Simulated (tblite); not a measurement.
Compound: C₃H₁₀NSi₂ (doublet state).
Structure used (GFN2-xTB), in Å, numbered top down from 1:
```
atom  x, y, z in Å
C1     2.530   -0.571    0.342
Si2    0.904   -0.487   -0.657
C3    -0.626   -1.204    0.243
C4    -1.838   -0.348   -0.126
Si5   -1.304    1.470   -0.270
N6     0.337    1.167   -0.715
H7     2.818   -1.601    0.520
H8     3.346   -0.086   -0.184
H9     2.415   -0.080    1.307
H10   -0.812   -2.256    0.026
H11   -0.447   -1.133    1.320
H12   -2.641   -0.491    0.597
H13   -2.227   -0.682   -1.089
H14   -1.380    2.188    1.011
H15   -2.018    2.208   -1.314
H16    0.936    1.913   -1.024
```

Computed values, GFN2-xTB/tblite, gas phase, harmonic and unscaled. The method is semi-empirical: single wavenumbers can be off by several per cent or more. Modes of hydrogen on silicon can be 10 to 20 % off. One conformer, not necessarily the lowest. Open shells enter through the occupations alone, without spin polarisation, and single modes of such species can be off by tens of per cent.

Harmonic wavenumbers (cm⁻¹): 77.8, 104.8, 132.1, 160.1, 226.2, 338.3, 377.0, 405.2, 491.7, 528.0, 629.8, 648.8, 687.9, 744.6, 749.0, 786.7, 804.2, 813.6, 831.2, 843.6, 903.8, 1053.8, 1063.6, 1123.8, 1139.5, 1263.8, 1288.3, 1353.2, 1480.3, 1482.3, 1493.6, 1497.6, 2191.4, 2244.3, 2933.5, 2965.9, 2976.5, 2987.7, 2997.8, 3049.3, 3051.9, 3500.1.

A = 4103, B = 1732, C = 1360 MHz; mass 116.035 u (most abundant isotopes); point group C1, symmetry number 1; spin multiplicity 2.

Problem. Zero-point energy?

Solution. Half the sum of the wavenumbers: 27211 cm⁻¹ = 325.52 kJ/mol.

Problem. What is S at 200 K and 1 bar for an ideal gas of classical rigid rotors and harmonic oscillators?

Solution. Translation 159.84, rotation 111.75, vibration 57.49, spin (R ln 2) 5.76: S = 334.8 J/(mol K).

Problem. And Cp and H(200 K) − H(0)?

Solution. Cp = 104.33 J/(mol K), of which vibrations give 71.07 (their classical limit is 42 R = 349.2); H(200 K) − H(0) = 13.34 kJ/mol without the zero-point energy, 6.69 from vibrations.

Problem. Blend soft modes into free rotors: weight 1/[1 + (100 cm⁻¹/ν̃)⁴] for the oscillator and the rest for a rotor with moment μB/(μ + B), μ = h/(8π²ν), B = 10⁻⁴⁴ kg m². What vibrational entropy results?

Solution. 55.97 J/(mol K) in place of 57.49, which changes −T·S at 200 K by +0.30 kJ/mol.

Problem. How do the functions run with temperature in this model?

Solution. 
| T (K) | S (J/(mol K)) | Cp (J/(mol K)) | H − H(0) (kJ/mol) | G − H(0) (kJ/mol) | ln q(vib) |
| --- | --- | --- | --- | --- | --- |
| 150 | 307.8 | 85.0 | 8.61 | -37.56 | 1.91 |
| 250 | 360.3 | 124.5 | 19.06 | -71.02 | 3.91 |
| 298.15 | 383.8 | 143.4 | 25.51 | -88.93 | 4.92 |
| 400 | 431.1 | 179.0 | 41.99 | -130.47 | 7.10 |
| 600 | 514.1 | 230.3 | 83.28 | -225.21 | 11.39 |
| 900 | 617.5 | 278.7 | 160.22 | -395.51 | 17.48 |

q(vib) and H(0) count from the zero-point level.

Problem. Which modes carry the vibrational entropy at 200 K?

Solution. 77.8 cm⁻¹: 13.25; 104.8 cm⁻¹: 10.86; 132.1 cm⁻¹: 9.04; 160.1 cm⁻¹: 7.58; 226.2 cm⁻¹: 5.13; 338.3 cm⁻¹: 2.71 J/(mol K); the other 36 give 8.92 together.

Problem. What must be added to the electronic energy to get the Gibbs energy at 200 K and 1 bar?

Solution. ZPE + [H(200 K) − H(0)] − T·S = 325.52 + 13.34 − 66.97 = 271.89 kJ/mol.

Hindered rotation and anharmonicity are outside this model. Other conformers, if any are populated, would add a mixing term that is left out. The structure is chiral; the term R ln 2 for an equal mix with its mirror image is left out.
